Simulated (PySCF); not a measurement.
**Spinor energies of Au⁴⁺ (gold, charge +4)**

Start: [Xe] 4f14 5d7; 5d3/2 filled at m_j = -3/2, -1/2, +1/2, +3/2; 5d5/2 filled at m_j = +1/2, +3/2, +5/2. Calculated with PySCF 2.14 in x2c-TZVPPall-2c: generalised Hartree-Fock with the X2C-1e Hamiltonian and a Gaussian nucleus; one run each with spin-orbit coupling (SO) switched off, then screened by Boettger's factors.

```json
{"spinor shell": "1s1/2", "electrons": "2", "ε, spin-free (eV)": "-81230.9", "ε, screened SO (eV)": "-81199.5", "weight of nominal j (screened SO)": "1.000", "rms radius, screened SO (bohr)": "0.0190"}
{"spinor shell": "2s1/2", "electrons": "2", "ε, spin-free (eV)": "-14529.4", "ε, screened SO (eV)": "-14519.4", "weight of nominal j (screened SO)": "1.000", "rms radius, screened SO (bohr)": "0.0768"}
{"spinor shell": "2p1/2", "electrons": "2", "ε, spin-free (eV)": "-12580.2", "ε, screened SO (eV)": "-13901.9", "weight of nominal j (screened SO)": "1.000", "rms radius, screened SO (bohr)": "0.0651"}
{"spinor shell": "2p3/2", "electrons": "4", "ε, spin-free (eV)": "-12580.2", "ε, screened SO (eV)": "-12060.7", "weight of nominal j (screened SO)": "1.000", "rms radius, screened SO (bohr)": "0.0731"}
{"spinor shell": "3s1/2", "electrons": "2", "ε, spin-free (eV)": "-3539.2", "ε, screened SO (eV)": "-3535.8", "weight of nominal j (screened SO)": "1.000", "rms radius, screened SO (bohr)": "0.196"}
{"spinor shell": "3p1/2", "electrons": "2", "ε, spin-free (eV)": "-2964.9", "ε, screened SO (eV)": "-3259.1", "weight of nominal j (screened SO)": "1.000", "rms radius, screened SO (bohr)": "0.188"}
{"spinor shell": "3p3/2", "electrons": "4", "ε, spin-free (eV)": "-2964.9", "ε, screened SO (eV)": "-2846.7", "weight of nominal j (screened SO)": "1.000", "rms radius, screened SO (bohr)": "0.204"}
{"spinor shell": "3d3/2", "electrons": "4", "ε, spin-free (eV)": "-2341.5", "ε, screened SO (eV)": "-2392.8", "weight of nominal j (screened SO)": "1.000", "rms radius, screened SO (bohr)": "0.179"}
{"spinor shell": "3d5/2", "electrons": "6", "ε, spin-free (eV)": "-2341.5", "ε, screened SO (eV)": "-2304.4", "weight of nominal j (screened SO)": "1.000", "rms radius, screened SO (bohr)": "0.183"}
{"spinor shell": "4s1/2", "electrons": "2", "ε, spin-free (eV)": "-846.76", "ε, screened SO (eV)": "-845.55", "weight of nominal j (screened SO)": "1.000", "rms radius, screened SO (bohr)": "0.432"}
{"spinor shell": "4p1/2", "electrons": "2", "ε, spin-free (eV)": "-655.20", "ε, screened SO (eV)": "-726.55", "weight of nominal j (screened SO)": "1.000", "rms radius, screened SO (bohr)": "0.437"}
{"spinor shell": "4p3/2", "electrons": "4", "ε, spin-free (eV)": "-655.20", "ε, screened SO (eV)": "-626.10", "weight of nominal j (screened SO)": "1.000", "rms radius, screened SO (bohr)": "0.471"}
{"spinor shell": "4d3/2", "electrons": "4", "ε, spin-free (eV)": "-419.97", "ε, screened SO (eV)": "-431.15", "weight of nominal j (screened SO)": "1.000", "rms radius, screened SO (bohr)": "0.485"}
{"spinor shell": "4d5/2", "electrons": "6", "ε, spin-free (eV)": "-419.97", "ε, screened SO (eV)": "-411.43", "weight of nominal j (screened SO)": "1.000", "rms radius, screened SO (bohr)": "0.497"}
{"spinor shell": "5s1/2", "electrons": "2", "ε, spin-free (eV)": "-179.74", "ε, screened SO (eV)": "-179.40", "weight of nominal j (screened SO)": "1.000", "rms radius, screened SO (bohr)": "0.990"}
{"spinor shell": "4f5/2", "electrons": "6", "ε, spin-free (eV)": "-157.00", "ε, screened SO (eV)": "-158.67", "weight of nominal j (screened SO)": "0.997", "rms radius, screened SO (bohr)": "0.542"}
{"spinor shell": "5p1/2", "electrons": "2", "ε, spin-free (eV)": "-125.43", "ε, screened SO (eV)": "-139.54", "weight of nominal j (screened SO)": "0.989", "rms radius, screened SO (bohr)": "1.07"}
{"spinor shell": "5p3/2", "electrons": "4", "ε, spin-free (eV)": "-125.43", "ε, screened SO (eV)": "-119.33", "weight of nominal j (screened SO)": "0.995", "rms radius, screened SO (bohr)": "1.15"}
{"spinor shell": "5d3/2", "electrons": "4", "ε, spin-free (eV)": "-62.776", "ε, screened SO (eV)": "-63.915", "weight of nominal j (screened SO)": "0.802", "rms radius, screened SO (bohr)": "1.45"}
{"spinor shell": "5d5/2", "electrons": "3", "ε, spin-free (eV)": "-62.776", "ε, screened SO (eV)": "-61.375", "weight of nominal j (screened SO)": "0.790", "rms radius, screened SO (bohr)": "1.49"}
```

Where does 4f7/2 lie, and what is the 4f spin-orbit splitting (screened SO)?

At -154.59 eV, 4.080 eV above 4f5/2.

```csv
quantity,spin-free,screened SO
E (hartree),-18993.62656,-19023.12385
M_J,9/2,9/2
⟨J²⟩,24.758,24.762
⟨L²⟩,12.006,13.531
⟨S²⟩,3.752,3.427
```

Each row is a mean over spinors that exchange with the open shell spreads, by up to 8.615 eV (5p3/2).

Rows whose weight is well below 1 are mixtures of j = l ± 1/2: exchange outweighs spin-orbit coupling there, and the label is only the starting occupation.

Breit and QED terms are absent; they matter most for the inner s and p1/2 levels.

Densities and radii are taken from the X2C orbitals without a picture-change correction, which distorts them close to the nucleus.

Without spin-orbit coupling the j labels of p, d and f shells carry no meaning; the spin-free column gives the mean over the occupied spinors of each nl shell.
